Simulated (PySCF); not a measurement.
## How the method changes the constants of TlAs

State: ³Σ⁻ (triplet), unpaired electrons π ↑↑. Set-up: PySCF, scalar-relativistic core potentials, basis sets Tl def2-SVP with ECP60, As def2-SVP. De refers to Tl + As in their high-spin ground configurations, without counterpoise correction. The functionals are run spin-unrestricted. A positive dipole means Tl(−)As(+).

```json
{"Level": "UHF", "Re (Å)": "2.868", "ωe (cm⁻¹)": "148", "De (eV)": "0.57", "μ (D)": "-3.14", "CPU s a point (SCF and correlation, without the integrals)": "0.25"}
{"Level": "UHF-MP2", "Re (Å)": "2.828", "ωe (cm⁻¹)": "161", "De (eV)": "1.21", "μ (D)": "n/a", "CPU s a point (SCF and correlation, without the integrals)": "0.43"}
{"Level": "UHF-SCS-MP2", "Re (Å)": "2.848", "ωe (cm⁻¹)": "158", "De (eV)": "1.18", "μ (D)": "n/a", "CPU s a point (SCF and correlation, without the integrals)": "n/a"}
{"Level": "UHF-CCSD", "Re (Å)": "2.855", "ωe (cm⁻¹)": "152", "De (eV)": "1.18", "μ (D)": "n/a", "CPU s a point (SCF and correlation, without the integrals)": "n/a"}
{"Level": "UHF-CCSD(T)", "Re (Å)": "2.858", "ωe (cm⁻¹)": "152", "De (eV)": "1.25", "μ (D)": "n/a", "CPU s a point (SCF and correlation, without the integrals)": "12"}
{"Level": "PBE", "Re (Å)": "2.852", "ωe (cm⁻¹)": "153", "De (eV)": "1.90", "μ (D)": "-2.32", "CPU s a point (SCF and correlation, without the integrals)": "0.76"}
{"Level": "BP86", "Re (Å)": "2.851", "ωe (cm⁻¹)": "153", "De (eV)": "1.92", "μ (D)": "-2.32", "CPU s a point (SCF and correlation, without the integrals)": "0.56"}
{"Level": "r²SCAN", "Re (Å)": "2.828", "ωe (cm⁻¹)": "157", "De (eV)": "1.78", "μ (D)": "-2.59", "CPU s a point (SCF and correlation, without the integrals)": "0.95"}
{"Level": "M06-L", "Re (Å)": "2.878", "ωe (cm⁻¹)": "147", "De (eV)": "1.96", "μ (D)": "-2.98", "CPU s a point (SCF and correlation, without the integrals)": "0.99"}
{"Level": "r²SCANh", "Re (Å)": "2.821", "ωe (cm⁻¹)": "159", "De (eV)": "1.73", "μ (D)": "-2.63", "CPU s a point (SCF and correlation, without the integrals)": "1.1"}
{"Level": "PBE0", "Re (Å)": "2.824", "ωe (cm⁻¹)": "158", "De (eV)": "1.74", "μ (D)": "-2.60", "CPU s a point (SCF and correlation, without the integrals)": "1.6"}
{"Level": "LC-ωPBE", "Re (Å)": "2.770", "ωe (cm⁻¹)": "169", "De (eV)": "1.55", "μ (D)": "-2.78", "CPU s a point (SCF and correlation, without the integrals)": "1.3"}
```

Question: Which functional lies closest to UHF-CCSD(T) in De, which farthest, and by how much do they differ from it?

Answer: Closest is LC-ωPBE (-8.8 pm in Re, +11.2 % in ωe, +0.30 eV in De against UHF-CCSD(T) in the same basis), farthest M06-L (+2.0 pm in Re, -3.3 % in ωe, +0.71 eV in De). CCSD(T) converges more slowly with the basis than the functionals do and binds too weakly in this one, so the order can change at the basis-set limit.

Question: What does the step from GGA to meta-GGA do here, going from PBE to r²SCAN?

Answer: r²SCAN less PBE: -2.4 pm in Re, +2.6 % in ωe, -0.12 eV in De. 

Question: What does second-order correlation do here, going from UHF to UHF-MP2?

Answer: UHF-MP2 less UHF: -4.0 pm in Re, +8.8 % in ωe, +0.64 eV in De. Correlation nearly always deepens the well. The bond shortens, as in weak, metallic or heavy-atom bonds, where dispersion and the correlation of outer-core electrons pull the atoms together.

Correlated steps freeze 13 core orbitals. Correlated levels converge slowly with the basis: in double zeta they bind strong bonds too weakly, by up to about 1 eV, and carry superposition errors of some tenths. Spin–orbit coupling is left out, which matters for elements this heavy, above all for dissociation energies. The state was picked by a PBE0 search and need not be the measured ground state.

The whole job (state search and all levels along the bond) took about 4.2 min on 1 thread of Oxide Virtual Turin-like (shared host), peak memory 0.78 GiB.
